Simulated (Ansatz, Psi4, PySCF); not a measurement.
H$_{5}$BOSi, singlet, at a GFN2-xTB geometry, atoms displaced at random by about 0.08 Å a coordinate. Base run: HF/6-31G, gradient run with PySCF.

Here is a job for PySCF.
```python
from pyscf import gto, scf

mol = gto.Mole()
mol.atom = '''
    B     0.080279   -0.862230    0.367881
    H    -0.764321   -1.800968    0.559841
    O     1.156972   -0.973404    0.701425
    H     1.918961   -0.474164    0.552652
    Si   -0.528545    0.772711   -0.499931
    H    -1.557703    1.525469    0.163931
    H    -0.957241    0.475727   -1.889412
    H     0.574566    1.676899   -0.590984
'''
mol.basis = '6-31g'
mol.charge = 0
mol.spin = 0
mol.verbose = 4
mol.build()

mf = scf.RHF(mol)
mf.kernel()
g = mf.nuc_grad_method()
grad = g.kernel()
```

Programs used: Ansatz (a quantum-chemistry and plane-wave program), Psi4, PySCF; a row that names a program was run with it.

The coordinate followed is z of atom 7.

Each row names what was changed in the base input (with any setting that the change needs).

```csv
change,dE/dx (Eh/bohr),net force (Eh/bohr)
base,0.006119,0.000000
conv_tol = 1e-4,0.006123,0.000000
code = ansatz,0.006120,0.000000
finite difference step (bohr) = 0.2; conv_tol = 1e-11,0.008448,-
code = psi4,0.006121,0.000000
conv_tol = 1e-6,0.006118,0.000000
conv_tol = 1e-11,0.006119,0.000000
finite difference step (bohr) = 1e-4; conv_tol = 1e-11,0.006119,-
density fitting = on,0.006128,0.000000
finite difference step (bohr) = 0.05; conv_tol = 1e-11,0.006264,-
finite difference step (bohr) = 1e-5; conv_tol = 1e-11,0.006119,-
finite difference step (bohr) = 1e-3; conv_tol = 1e-11,0.006119,-
```

The net force is zero for an exact gradient.
